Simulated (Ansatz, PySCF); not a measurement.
Al(Cl)(NHMe)(OH) (CH₅AlClNO), SMILES C[NH][Al]([OH])[Cl].

Coordinates come from a PBE-D3(BJ)/def2-SVP optimisation. The structure was generated by enumeration; whether it is a known compound was not checked. The values are those of a single conformer.

Vertical ionisation energy (IE) and electron affinity (EA) in eV. Rows of orbital energies are one-electron estimates. Where ΔSCF, EOM or ADC give a negative EA the extra electron is unbound and the value depends on the basis.

| level | IE | EA |
|---|---|---|
| −ε(HOMO), −ε(LUMO), r2SCAN/def2-TZVP (PySCF) | ___ | ___ |
| −ε(HOMO), −ε(LUMO), PBE/def2-TZVP (PySCF) | 5.57 | 1.29 |
| ΔSCF, CAM-B3LYP/def2-SVPD (Ansatz), final states of multiplicity 2 and 2 | 9.28 | -0.48 |
| ΔSCF, PBE/def2-SVPD (Ansatz), final states of multiplicity 2 and 2 | 8.99 | -0.25 |

Problem. Fill in the missing entries. (The exact figures need the calculation; the answer reports its results.)

Solution. 
- −ε(HOMO), −ε(LUMO), r2SCAN/def2-TZVP (PySCF), IE: 5.83
- −ε(HOMO), −ε(LUMO), r2SCAN/def2-TZVP (PySCF), EA: 0.82

Problem. What vertical singlet–triplet gap does ΔSCF give with CAM-B3LYP/def2-SVPD (Ansatz, an electronic-structure program) and with PBE/def2-SVPD (Ansatz)? (Estimate from the structure and the level; the computed values follow.)

Solution. 5.09 and 4.62 eV (triplet above singlet where positive).
